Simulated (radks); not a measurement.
Results of a calculation; reference values are marked as such.
The germanium ion Ge3+, configuration [Ar] 3d10 4s1 (the NIST ground configuration). Level of theory: scalar-relativistic Kohn-Sham, PBEsol, spin-polarised, spherical densities, finite nucleus; open shells are filled with parallel spins first; Fermi nuclear charge, rms radius 4.0742 fm (a radial shooting solver on a logarithmic mesh with Libxc functionals).

Local quantities along the radius. ELF = 1/(1 + alpha^2) is the electron localisation function; alpha = (tau - tau_W)/tau_unif compares the Pauli kinetic energy density with that of the uniform gas (summed over spins); s = |grad rho|/(2 (3 pi^2)^(1/3) rho^(4/3)) is the reduced gradient. tau is taken from the large components.

| r (bohr) | ELF | alpha | s |
|---|---|---|---|
| 0.001565 | 1.000 | 0.01827 | 0.5544 |
| 0.002037 | 1.000 | 0.01833 | 0.5164 |
| 0.002674 | 1.000 | 0.01878 | 0.4888 |
| 0.003482 | 1.000 | 0.01971 | 0.4714 |
| 0.004534 | 1.000 | 0.02127 | 0.4619 |
| 0.005951 | 0.999 | 0.02384 | 0.4600 |
| 0.007749 | 0.999 | 0.02777 | 0.4656 |
| 0.01009 | 0.999 | 0.03407 | 0.4794 |
| 0.01324 | 0.998 | 0.04506 | 0.5036 |
| 0.01725 | 0.996 | 0.06435 | 0.5392 |
| 0.02246 | 0.990 | 0.1020 | 0.5897 |
| 0.02948 | 0.966 | 0.1868 | 0.6587 |
| 0.03838 | 0.873 | 0.3817 | 0.7326 |
| 0.04998 | 0.596 | 0.8226 | 0.7632 |
| 0.0656 | 0.319 | 1.461 | 0.6318 |
| 0.08542 | 0.335 | 1.408 | 0.3813 |
| 0.1112 | 0.592 | 0.8300 | 0.2919 |
| 0.146 | 0.783 | 0.5267 | 0.3876 |
| 0.1901 | 0.755 | 0.5689 | 0.5573 |
| 0.2475 | 0.425 | 1.163 | 0.6698 |
| 0.3249 | 0.236 | 1.801 | 0.3907 |
| 0.4231 | 0.528 | 0.9446 | 0.2139 |
| 0.5509 | 0.757 | 0.5669 | 0.3479 |
| 0.7231 | 0.745 | 0.5851 | 0.5687 |
| 0.9416 | 0.548 | 0.9074 | 0.8502 |
| 1.226 | 0.262 | 1.679 | 1.167 |
| 1.609 | 0.188 | 2.078 | 1.407 |
| 2.096 | 0.360 | 1.333 | 1.889 |
| 2.729 | 0.590 | 0.8339 | 3.389 |
| 3.582 | 0.645 | 0.7417 | 8.037 |
| 4.664 | 0.442 | 1.123 | 25.27 |

On this mesh the ELF has minima near r = 0.075, 0.32, 1.6 bohr, which separate the shells, and maxima near 0.17 (0.80), 0.63 (0.77), 3.6 (0.65).
